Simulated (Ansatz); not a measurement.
Basis-set extrapolation for F₃H₂Si₂ (`F[Si](F)(F)[SiH2]`) radical (PBE0-D4/def2-TZVP geometry, frozen core, the Gaussian-basis code of Ansatz). Multiplicity 2, UHF reference.

```csv
,def2-TZVPP,def2-QZVPP
HF,-877.685159,-877.718340
MP2 correlation,-0.957594,-1.048542
CCSD(T) correlation,-1.011470,not run
```

Energies in hartree. Use E(X) = E(∞) + A·exp(−7.88·√X) for Hartree–Fock and E(X) = E(∞) + B·X^(−2.97) for correlation, with X = 3 and 4, and add CCSD(T) minus MP2 of the smaller set to the MP2 limit.

Question: What is the CCSD(T) energy at the basis-set limit?

Answer: HF limit: -877.718340 + (-0.033181) × 0.13774 = -877.72291. MP2 limit: -1.048542 + (-0.090948) × 0.74074 = -1.11591. Higher-order term: -1.011470 − (-0.957594) = -0.05388. Total: -878.89270 hartree, 514.8 kJ/mol below CCSD(T)/def2-TZVPP.
